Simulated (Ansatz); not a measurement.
Cost and result for the atomization energy of C₂H₉AlOSi, SMILES `[CH3][AlH][O]C[SiH3]` (14 atoms, 13 bonds).

```tsv
atom	x (Å)	y (Å)	z (Å)
C1	2.637	1.040	-0.977
Al2	0.780	1.229	-0.452
O3	-0.210	-0.145	-0.538
C4	-1.555	-0.376	-0.197
Si5	-1.647	-1.542	1.289
H6	2.891	1.729	-1.789
H7	2.864	0.025	-1.310
H8	3.307	1.280	-0.145
H9	0.099	2.573	0.052
H10	-2.090	0.557	0.037
H11	-2.079	-0.825	-1.050
H12	-3.066	-1.786	1.672
H13	-0.935	-0.919	2.439
H14	-0.996	-2.839	0.970
```

Charge 0, multiplicity 1. All single points use the PBE0-D4/def2-TZVP geometry. It is one conformer, not always the lowest. Program: Ansatz. All runs use 4 threads of an Arm Neoverse V1 on a shared host. Times are those of one run each, without the atoms' runs, and a repeat can differ threefold. Electronic energies, without spin–orbit coupling; frozen cores. CCSD(T)/CBS adds CCSD(T) − MP2 in def2-TZVPP to the MP2 limit, and its time is that of the two runs behind it. T1 = 0.012. B3LYP takes the VWN-RPA correlation (the form of Gaussian; ORCA's B3LYP/G).

CCSD(T)/CBS is a level of theory with its own doubt, some kJ/mol a heavy atom from the limit and from the frozen cores, so smaller differences don't rank the functionals.

| level | functions | wall time | atomization (kJ/mol) | difference from CCSD(T)/CBS | per bond |
| --- | --- | --- | --- | --- | --- |
| PBE-D4/def2-TZVPP (with forces) | 303 | 3.5 s | 4865.4 | 11.8 | 0.9 |
| PBE0-D4/def2-TZVPP | 303 | 4.5 s | 4814.6 | -39.0 | -3.0 |
| r2SCAN-D4/def2-TZVPP (with forces) | 303 | 7 s | 4854.3 | 0.7 | 0.0 |
| B3LYP-D4/def2-TZVPP (with forces) | 303 | 7.5 s | 4845.0 | -8.6 | -0.7 |
| B2PLYP/def2-TZVPP | 303 | 8 s | 4793.0 | -60.6 | -4.7 |
| ωB97X-V/def2-TZVPP | 303 | 12 s | 4865.8 | 12.2 | 0.9 |
| ωB97M-V/def2-TZVPP (with forces) | 303 | 18 s | 4858.8 | 5.2 | 0.4 |
| MP2/def2-QZVPP | 581 | 36 s | 4839.1 | -14.5 | -1.1 |
| CCSD(T)/def2-TZVPP | 303 | 17 min | 4736.8 | -116.8 | -9.0 |
| CCSD(T)/CBS(def2) | – | 18 min | 4853.6 | 0.0 | 0.0 |

In def2-TZVPP, CCSD(T) changes the Hartree–Fock value by +1100.6 kJ/mol (the triples alone add +53.5 kJ/mol) and MP2 by +1133.1 kJ/mol; breaking electron pairs costs correlation energy, which Hartree–Fock lacks. The D4 term adds +41.9 kJ/mol with B3LYP and +22.2 kJ/mol with PBE0; it sums over pairs of atoms, weighted by their polarisabilities, and B3LYP, whose exchange is more repulsive, gets the larger term. From PBE to PBE0 (25 % exact exchange), in def2-TZVPP and without D4, the atomization energy moves by −46.8 kJ/mol: exact exchange takes away binding that semilocal exchange gives to molecules.
